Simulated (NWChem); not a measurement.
# WH2S2O2; SMILES [OH][W]([OH])(=[S])=[S]

```xyz
7

W      0.0000     0.0000    -0.1752
S      1.7160     0.0000     1.0927
S     -1.7160     0.0000     1.0927
O      0.0000     1.5285    -1.2423
H      0.0000     2.4747    -1.0623
O      0.0000    -1.5285    -1.2423
H      0.0000    -2.4747    -1.0623
```
Atoms are numbered in this order, from 1.

Program: NWChem. The geometry was optimised at PBE0/def2-SVP. Not confirmed as a minimum by frequencies. def2 effective core potentials on W; no spin-orbit coupling. Level M06-2X/def2-SVP: energy and gradient on several grids; changes count from the extra-fine grid, which is no exact limit either.

Task: Which is the coarsest grid (xfine; coarse; xcoarse; fine; medium) from which on the energy stays within 500 μHa and each gradient component within 500 μHa/bohr of xfine?

Result: medium.
| grid | size of the energy change (μHa) | largest change of a gradient component (μHa/bohr) |
|---|---|---|
| xcoarse | 9000 | 6000 |
| coarse | 900 | 1000 |
| medium | 70 | 60 |
| fine | < 10 | < 30 |
| xfine | < 10 | < 30 |
